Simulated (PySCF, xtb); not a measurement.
C4H12O3Si, SMILES CCCC[Si](O)(O)O.

GFN2-xTB (xtb) at its own geometry gives an orbital gap of 8.12 eV and a dipole moment of 0.69 D.

Geometry: r2SCAN-D4/def2-SVP. The values are those of a single conformer.

**Question.** What does PBE/def2-SVP (PySCF) give? (Estimate from the structure and the level; the computed values follow.)

**Answer.** gap 6.84 eV (levels -6.54 and 0.30 eV), dipole 1.41 D.
